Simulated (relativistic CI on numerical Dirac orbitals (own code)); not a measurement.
Mn⁷⁺: M2,3 absorption edge

Computed with this model: Dirac-Coulomb-Breit CI, KLI orbitals optimised for each configuration, model QED, valence Slater integrals scaled by 0.8, multiplet model of core-to-valence dipole absorption; configurations [Ne] 3s2 3p6 → [Ne] 3s2 3p5 3d; 300 K; Lorentzian 0.48 eV and Gaussian 0.3 eV FWHM. Energies are those of the free ion, without screening or charge transfer. The branching ratio is the share of the lower-energy edge in the whole absorption, uncertain by about 0.02 where the edges overlap. S is read from ⟨S²⟩ = S(S + 1).

Field parameters in Wybourne normalisation: D4h B²₀ = −7Ds, B⁴₀ = 21(Dq − Dt), B⁴₄ = 21√(5/14) Dq. The field is a parameter set, without covalency.

free ion: ground-state S = 0.00, centroid 66.09 eV. Peaks (eV, height): 66.1 (100).

D4h, 10Dq = 24600, Ds = -1500, Dt = 420 cm⁻¹: ground-state S = 0.00, centroid 66.09 eV. Peaks (eV, height): 66.2 (100).

D4h, 10Dq = 24600, Ds = -860, Dt = 420 cm⁻¹: ground-state S = 0.00, centroid 66.09 eV. Peaks (eV, height): 66.2 (100).

D4h, 10Dq = 24600, Ds = 1070, Dt = 420 cm⁻¹: ground-state S = 0.00, centroid 66.09 eV. Peaks (eV, height): 66.3 (100).

D4h, 10Dq = 24600, Ds = 1710, Dt = 420 cm⁻¹: ground-state S = 0.00, centroid 66.09 eV. Peaks (eV, height): 66.4 (100).

D4h, 10Dq = 24600, Ds = 2360, Dt = 420 cm⁻¹: ground-state S = 0.00, centroid 66.09 eV. Peaks (eV, height): 65.9 (60), 66.5 (100).

Strongest unbroadened transitions for free ion:

```json
{"Energy (eV)": "46.86", "Relative strength": "0.0"}
{"Energy (eV)": "52.10", "Relative strength": "0.2"}
{"Energy (eV)": "66.12", "Relative strength": "100.0"}
```
